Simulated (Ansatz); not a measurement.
One change: `[GeH3][SeH]` becomes `C[SeH]`.

Ansatz, PBE0-D4/def2-TZVP geometries, multiplicity 1. 

Scalar relativity is left out up to krypton.

| property | `[GeH3][SeH]` |
| --- | --- |
| LUMO energy (PBE/def2-TZVPP) / eV | -1.20 |
| HOMO–LUMO gap (B3LYP/def2-TZVPP) / eV | 6.11 |
| size of the dipole moment (B3LYP/def2-TZVPP) / D | 1.07 |
| HOMO energy (PBE0/def2-TZVPP) / eV | -6.96 |
| size of the dipole moment (ωB97M-V/def2-TZVPP) / D | 1.15 |
| zero-point energy (PBE0-D4/def2-TZVP) / kJ/mol | 81.8 |

Give the same properties after the change, and the shifts. (Estimate.)

The calculation gave: 
```json
{"property": "LUMO energy (PBE/def2-TZVPP) / eV", "`C[SeH]`": "-0.76", "shift": "0.44"}
{"property": "HOMO–LUMO gap (B3LYP/def2-TZVPP) / eV", "`C[SeH]`": "6.10", "shift": "-0.01"}
{"property": "size of the dipole moment (B3LYP/def2-TZVPP) / D", "`C[SeH]`": "1.40", "shift": "0.33"}
{"property": "HOMO energy (PBE0/def2-TZVPP) / eV", "`C[SeH]`": "-6.49", "shift": "0.47"}
{"property": "size of the dipole moment (ωB97M-V/def2-TZVPP) / D", "`C[SeH]`": "1.39", "shift": "0.24"}
{"property": "zero-point energy (PBE0-D4/def2-TZVP) / kJ/mol", "`C[SeH]`": "117.1", "shift": "35.3"}
```

Dipoles are sizes alone; their direction can turn.

B3LYP here is the variant with VWN-RPA as its local correlation; programs differ in this.

Spin–orbit coupling is left out; it splits and shifts lone-pair levels of the heavy atoms by tenths of an eV.
